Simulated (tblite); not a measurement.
C₆H₁₂FGeN.
Numbering: `[F:1]/[CH:2]=[C:3]1\[CH2:4][CH2:5][NH:6][CH2:7][CH2:8][GeH2:9]1` (hydrogens: H10 on C2; H11, H12 on C4; H13, H14 on C5; H15 on N6; H16, H17 on C7; H18, H19 on C8; H20, H21 on Ge9)

Computed with GFN2-xTB (tblite), gas phase: L-BFGS steps from a force-field or distance-geometry start until the largest atomic force falls under 0.01 eV/Å.

Step 13: E = -775.4228 eV
```
atom  x, y, z in Å  |  force x, y, z in eV/Å
F1      2.8524    2.1893    0.0352   -0.086   0.045   0.006
C2      1.5031    2.1671    0.0041   -0.056  -0.082   0.050
C3      0.8030    1.0918   -0.3246   -0.162   0.037   0.062
C4      1.4608   -0.2136   -0.6687   -0.068   0.165  -0.073
C5      1.2418   -1.3014    0.4077    0.058   0.014  -0.017
N6     -0.0941   -1.4357    0.9359    0.092  -0.080   0.136
C7     -1.2027   -1.5116   -0.0007    0.118  -0.059   0.030
C8     -2.1448   -0.3280    0.2030    0.053  -0.043  -0.076
Ge9    -1.1735    1.3423   -0.3096    0.161  -0.115   0.008
H10     1.0663    3.1195    0.2822    0.145  -0.049  -0.037
H11     2.5362   -0.0633   -0.7812   -0.004  -0.018  -0.027
H12     1.0728   -0.5779   -1.6244   -0.046   0.071  -0.004
H13     1.5601   -2.2593   -0.0157   -0.098  -0.065  -0.043
H14     1.8950   -1.0962    1.2588   -0.003   0.036   0.019
H15    -0.2682   -0.6955    1.6073   -0.018  -0.019   0.021
H16    -0.8274   -1.5077   -1.0277   -0.016  -0.041  -0.071
H17    -1.7225   -2.4715    0.1391   -0.046   0.107   0.121
H18    -2.4388   -0.2836    1.2556   -0.003  -0.009  -0.087
H19    -3.0537   -0.4612   -0.3816   -0.018   0.070  -0.059
H20    -1.6354    1.8546   -1.6501    0.047  -0.079  -0.041
H21    -1.4394    2.4590    0.6549   -0.049   0.114   0.085
```

Step 14: E = -775.4304 eV
```
atom  x, y, z in Å  |  force x, y, z in eV/Å
F1      2.8586    2.1951    0.0371   -0.127   0.007  -0.002
C2      1.5087    2.1687    0.0074   -0.025  -0.001   0.066
C3      0.8051    1.0960   -0.3193   -0.044   0.046   0.077
C4      1.4584   -0.2075   -0.6666   -0.048   0.090  -0.085
C5      1.2411   -1.2986    0.4089    0.089  -0.003  -0.042
N6     -0.0936   -1.4367    0.9388    0.130  -0.066   0.131
C7     -1.2026   -1.5136    0.0038    0.105  -0.064   0.036
C8     -2.1423   -0.3256    0.1988    0.025  -0.136  -0.040
Ge9    -1.1639    1.3415   -0.3102    0.005  -0.053   0.037
H10     1.0725    3.1211    0.2835    0.131  -0.018  -0.024
H11     2.5363   -0.0687   -0.7904   -0.085   0.003  -0.019
H12     1.0520   -0.5622   -1.6187    0.000   0.025  -0.002
H13     1.5539   -2.2534   -0.0268   -0.092  -0.066  -0.014
H14     1.9023   -1.1030    1.2588   -0.060   0.039  -0.035
H15    -0.2716   -0.7021    1.6152   -0.003  -0.010   0.022
H16    -0.8332   -1.5170   -1.0246    0.024  -0.045  -0.081
H17    -1.7210   -2.4734    0.1511   -0.073   0.124   0.115
H18    -2.4467   -0.2859    1.2498    0.007   0.020  -0.124
H19    -3.0452   -0.4666   -0.3951   -0.001   0.115  -0.037
H20    -1.6361    1.8450   -1.6518    0.074  -0.078  -0.035
H21    -1.4416    2.4640    0.6498   -0.031   0.072   0.055
```

Q: Estimate the geometry and energy of step 15. (The exact step hangs on the optimiser's Hessian estimate; all steps are aligned on step 14, rigid shifts and turns removed.)

A: E = -775.4370 eV, largest force 0.168 eV/Å
```
atom  x, y, z in Å  |  force x, y, z in eV/Å
F1      2.8613    2.1997    0.0384   -0.103  -0.035  -0.008
C2      1.5121    2.1693    0.0114    0.001   0.065   0.070
C3      0.8053    1.0997   -0.3139    0.059   0.030   0.074
C4      1.4554   -0.2011   -0.6661   -0.027  -0.014  -0.053
C5      1.2420   -1.2962    0.4090    0.072  -0.017  -0.054
N6     -0.0908   -1.4391    0.9433    0.115  -0.038   0.075
C7     -1.2001   -1.5163    0.0078    0.073  -0.054   0.028
C8     -2.1394   -0.3258    0.1942    0.016  -0.158  -0.013
Ge9    -1.1561    1.3400   -0.3097   -0.150   0.024   0.063
H10     1.0800    3.1221    0.2841    0.081   0.045   0.005
H11     2.5349   -0.0727   -0.7980   -0.133   0.033  -0.018
H12     1.0353   -0.5489   -1.6146    0.025  -0.011  -0.014
H13     1.5469   -2.2500   -0.0358   -0.070  -0.049   0.009
H14     1.9074   -1.1074    1.2585   -0.075   0.040  -0.078
H15    -0.2744   -0.7074    1.6218    0.021  -0.008   0.018
H16    -0.8374   -1.5254   -1.0234    0.058  -0.058  -0.047
H17    -1.7212   -2.4724    0.1633   -0.082   0.103   0.104
H18    -2.4526   -0.2876    1.2428    0.010   0.034  -0.125
H19    -3.0385   -0.4685   -0.4067    0.026   0.128  -0.024
H20    -1.6348    1.8355   -1.6539    0.097  -0.077  -0.022
H21    -1.4441    2.4694    0.6471   -0.013   0.015   0.012
```

The energy changes by -0.0066 eV. The first-order estimate −F·Δx gives -0.0091 eV and the mean of the old and new forces, exact on a quadratic surface, -0.0066 eV. The step makes an angle of 66° with the force vector and moves no atom by more than 0.022 Å.

The cost below is that of the whole relaxation. Hardware: one thread, Arm Neoverse V2 (aarch64), no GPU, shared host with 32 logical CPUs at a one-minute load of 14. Cost: 0.77 s of wall time.
